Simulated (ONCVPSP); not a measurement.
**An all-electron radial function and its pseudo partner (P (Z = 15))**

Columns: radius, all-electron u(r) and pseudo u(r) of the 3p shell (level -7.62 eV) of phosphorus in the configuration [Ne] 3s2 3p2.75; LDA (Perdew-Wang 92), scalar-relativistic, ONCV scheme, ONCVPSP 4.0.1.

| r (bohr) | all-electron | pseudo |
| --- | --- | --- |
| 0.095 | -0.1276 | 0.0055 |
| 0.190 | -0.2645 | 0.0217 |
| 0.285 | -0.3095 | 0.0484 |
| 0.380 | -0.2757 | 0.0846 |
| 0.475 | -0.1929 | 0.1286 |
| 0.570 | -0.0853 | 0.1787 |
| 0.665 | 0.0308 | 0.2331 |
| 0.760 | 0.1451 | 0.2904 |
| 0.855 | 0.2513 | 0.3490 |
| 0.950 | 0.3464 | 0.4067 |
| 1.045 | 0.4289 | 0.4616 |
| 1.140 | 0.4985 | 0.5121 |
| 1.235 | 0.5556 | 0.5572 |
| 1.330 | 0.6011 | 0.5967 |
| 1.425 | 0.6357 | 0.6302 |
| 1.520 | 0.6608 | 0.6568 |
| 1.615 | 0.6774 | 0.6755 |
| 1.710 | 0.6867 | 0.6862 |
| 1.805 | 0.6896 | 0.6896 |
| 1.900 | 0.6872 | 0.6872 |
| 1.995 | 0.6803 | 0.6803 |
| 2.090 | 0.6697 | 0.6697 |
| 2.185 | 0.6562 | 0.6562 |
| 2.280 | 0.6402 | 0.6402 |
| 2.375 | 0.6223 | 0.6223 |
| 2.470 | 0.6030 | 0.6030 |

Question: How many radial nodes do the two functions have?

Answer: The all-electron 3p function has n − l − 1 = 1; the pseudo-wave has 0, since the states of the same l below it are removed with the core.

Question: At about which radius was the pseudo-wave matched?

Answer: 1.90 bohr. The columns agree to 0.0005 from 1.71 bohr on; several derivatives are matched, so the curves merge somewhat inside the radius.

Question: Where does each function peak?

Answer: Outermost all-electron maximum near 1.80 bohr, pseudo maximum near 1.80 bohr (to the table’s step).

Question: Is the pseudo-wave norm-conserving?

Answer: Yes: the ONCV scheme keeps the norm inside the radius equal to the all-electron one, which fixes the energy derivative of the logarithmic derivative at the level.
